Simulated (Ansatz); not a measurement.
Consider the redistribution: `[NH2][Al]([F])[Cl]` + `[NH2][Ta]([OH])(=[S])[Cl]` → `[NH2][Al]([OH])[F]` + `[NH2][Ta](=[S])([Cl])[Cl]`.

Isolated molecules relaxed with PBE0-D4/def2-TZVP in Ansatz; ΔE leaves out vibrations. CCSD(T)/CBS is the MP2 limit (def2-TZVPP, def2-QZVPP) plus CCSD(T) − MP2 in def2-TZVPP, frozen cores. Functionals use def2-TZVPP. B3LYP here is the variant with VWN-RPA as its local correlation; programs differ in this. HSE06 is defined as in plane-wave codes. def2 core potentials past Kr. For Ta outer-core shells are correlated without core-valence functions, which leaves a few kJ/mol of doubt a bond. Each species was taken in one conformer, which may not be the lowest.

```json
{"level": "BLYP", "ΔE (kcal/mol)": "2.6"}
{"level": "B3LYP", "ΔE (kcal/mol)": "2.8"}
{"level": "HSE06", "ΔE (kcal/mol)": "3.2"}
{"level": "BHLYP", "ΔE (kcal/mol)": "3.2"}
{"level": "CAM-B3LYP", "ΔE (kcal/mol)": "3.8"}
{"level": "HF/def2-SVP", "ΔE (kcal/mol)": "6.5"}
{"level": "HF/def2-QZVPP", "ΔE (kcal/mol)": "4.5"}
{"level": "SCS-MP2/def2-QZVPP", "ΔE (kcal/mol)": "0.2"}
```

(1) What does CCSD(T)/CBS give? (Estimate.)

(2) What do rigid-rotor, harmonic-oscillator terms from PBE0-D4/def2-TZVP frequencies (298.15 K, 1 bar) make of the CCSD(T)/CBS value? (An estimate is asked.)

Largest T1 diagnostic among the species: 0.020.

Results:

(1) Computed: +1.8 kcal/mol. The listed levels differ from it by 0.8, 1.0, 1.4, 1.4, 2.0, 4.7, 2.7, -1.6 kcal/mol.

(2) The calculation gave: ΔZPE = +0.1 kcal/mol, ΔH = +2.0 kcal/mol, ΔS = 0 J/(mol·K), ΔG = +2.0 kcal/mol.

In def2-TZVPP, CCSD(T) changes the Hartree–Fock value by −3.0 kcal/mol (the triples alone add −0.8 kcal/mol) and MP2 by −5.6 kcal/mol. At CCSD(T), def2-SVP lies +2.9 kcal/mol from the extrapolated value and def2-TZVPP +0.0 kcal/mol.
